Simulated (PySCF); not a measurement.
A PySCF script (with the pyscf-properties extension) for the NMR shieldings of SMILES C[N+]1(C)[BH2-]C[C@H](/C=N/C)C1, C7H17BN2, on a PBE0-D3(BJ)/def2-SVP geometry:

```python
import basis_set_exchange as bse
import numpy as np
from pyscf import gto, scf
from pyscf.prop import nmr

atoms = """
C     4.139502   -1.315494    0.184456
N     2.925220   -0.791394    0.739635
C     1.995208   -0.452393   -0.046612
C     0.708184    0.145490    0.424365
C     0.390320    1.517375   -0.232884
B    -1.124555    1.402960   -0.823847
N    -1.680896    0.099780    0.029476
C    -2.800488   -0.568725   -0.639877
C    -2.087253    0.514842    1.381158
C    -0.475983   -0.761197    0.082100
H     4.348866   -2.306346    0.619832
H     4.984716   -0.668551    0.472442
H     4.131077   -1.408636   -0.920851
H     2.093887   -0.564306   -1.151317
H     0.801504    0.234626    1.517366
H     1.106512    1.728333   -1.043703
H     0.534519    2.318394    0.509191
H    -1.158025    1.029327   -1.994489
H    -1.895884    2.331726   -0.612519
H    -3.132398   -1.448435   -0.064799
H    -3.632108    0.141162   -0.736932
H    -2.485000   -0.873559   -1.644706
H    -2.964426    1.167852    1.301549
H    -2.328943   -0.364599    2.000017
H    -1.277092    1.082577    1.852110
H    -0.350645   -1.183583   -0.926525
H    -0.619703   -1.593721    0.791535
"""
names = dict.fromkeys(["C", "N", "B", "H"], "pcSseg-1")
basis = {el: gto.basis.parse(bse.get_basis(n, elements=[el], fmt="nwchem")) for el, n in names.items()}
mol = gto.M(atom=atoms, basis=basis, charge=0, verbose=0)
mf = scf.RHF(mol)
mf.conv_tol = 1e-9
mf.kernel()

calc = nmr.RHF(mf)   # GIAO
C = mf.mo_coeff
Co = C[:, mf.mo_occ > 0]
resp = mf.gen_response(singlet=True, hermi=2)
def vind(x):   # induced exchange potential for any number of trial vectors
    d = np.einsum("pi,xij,qj->xpq", C, 2 * x.reshape(-1, C.shape[1], Co.shape[1]), Co, optimize=True)
    return np.einsum("xpq,pi,qj->xij", resp(d - d.transpose(0, 2, 1)), C, Co, optimize=True).ravel()
mo1, _ = nmr.rhf.solve_mo1(calc, with_cphf=vind)
sigma = calc.kernel(mo1)
for i, s in enumerate(sigma):   # ppm
    w = np.linalg.eigvalsh((s + s.T) / 2)
    print("%2d %-2s iso %8.1f  s11 %8.1f  s22 %8.1f  s33 %8.1f" % (i, mol.atom_pure_symbol(i), w.mean(), *w))
```

Task: What are the results?

Result: 
```
 0 C  iso    144.7  s11    118.0  s22    131.9  s33    184.3
 1 N  iso   -101.7  s11   -459.0  s22   -107.1  s33    261.1
 2 C  iso     17.9  s11   -101.9  s22     55.9  s33     99.6
 3 C  iso    152.4  s11    134.4  s22    155.8  s33    167.1
 4 C  iso    177.5  s11    155.4  s22    177.7  s33    199.5
 5 B  iso    117.5  s11     96.3  s22    112.1  s33    144.2
 6 N  iso    219.0  s11    196.5  s22    215.7  s33    244.7
 7 C  iso    143.9  s11    113.5  s22    130.7  s33    187.4
 8 C  iso    147.0  s11    118.4  s22    136.1  s33    186.6
 9 C  iso    130.9  s11     96.3  s22    123.0  s33    173.4
10 H  iso     28.2  s11     24.9  s22     26.5  s33     33.3
11 H  iso     28.2  s11     24.9  s22     26.3  s33     33.4
12 H  iso     29.0  s11     26.1  s22     28.2  s33     32.5
13 H  iso     24.5  s11     22.4  s22     23.6  s33     27.5
14 H  iso     29.2  s11     25.4  s22     27.6  s33     34.7
15 H  iso     31.2  s11     27.1  s22     28.5  s33     38.0
16 H  iso     30.8  s11     26.8  s22     27.5  s33     38.0
17 H  iso     29.7  s11     25.5  s22     29.6  s33     34.1
18 H  iso     29.5  s11     26.0  s22     28.6  s33     34.1
19 H  iso     29.7  s11     25.4  s22     26.8  s33     36.8
20 H  iso     29.1  s11     24.8  s22     26.1  s33     36.4
21 H  iso     29.3  s11     24.6  s22     27.1  s33     36.1
22 H  iso     29.4  s11     25.1  s22     26.5  s33     36.6
23 H  iso     30.1  s11     26.0  s22     26.9  s33     37.3
24 H  iso     29.0  s11     23.5  s22     28.8  s33     34.6
25 H  iso     29.6  s11     24.8  s22     29.4  s33     34.6
26 H  iso     29.7  s11     25.1  s22     29.1  s33     35.0
```

These numbers come from an equivalent density-fitted implementation of the same equations, which agrees with the script to about 0.01 ppm for H and up to a few tenths of a ppm for heavy atoms, so last digits may differ.

Task: Turn these shieldings into chemical shifts. Shifts are taken against calculated references (same method and geometry level): $^{13}$C (σref 190.85) and $^{1}$H (σref 31.69) vs TMS; $^{15}$N (σref 265.72) vs NH3; $^{11}$B (σref 115.29) vs BF3·OEt2.

Result: Averaging equivalent atoms: C 2: 173.0; C 9: 59.9; C 7: 47.0; C 0: 46.1; C 8: 43.8; C 3: 38.4; C 4: 13.3; N 1: 367.4; N 6: 46.8; B 5: -2.3; H 13: 7.19; H 10/11/12: 3.24; H 14: 2.45; H 19/20/21: 2.35; H 22/23/24: 2.22; H 18: 2.14; H 25: 2.12; H 26: 1.96; H 17: 1.94; H 16: 0.91; H 15: 0.49 ppm. Experimental scales use liquid or dissolved standards, which lie at an offset from isolated NH3 (liquid NH3: subtract about 20 ppm). Unscaled 15N shifts of sp2 nitrogen come out 20 to 40 ppm too high even then.

Size and cost of the density-fitted run: 255 basis functions, 27 s wall time on 1 thread of an Arm Neoverse V2, shared host; peak memory 1.2 GiB.
